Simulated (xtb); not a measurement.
C₂H₇ClSi₂, SMILES Cl[Si@@H]1CC[SiH2]1. All values are semi-empirical tight-binding results from xtb (GFN2-xTB unless named), good for trends rather than for accurate numbers. Coordinates come from a GFN2-xTB optimisation. The structure was generated by enumeration; whether it is a known compound was not checked.

| Property | Value |
|---|---|
| orbital gap | 3.95 eV |
| dipole moment | 1.71 D |
| zero-point energy | 50.2 kcal/mol |
| G − E(el) at 298.15 K (modified RRHO) | 30.0 kcal/mol |
| static polarisability (D4 model) | 89.1 bohr³ |
| solvation energy, GFN2-xTB/ALPB(water) | -0.8 kcal/mol |
| solvation energy, GFN2-xTB/ALPB(benzene) | -3.7 kcal/mol |
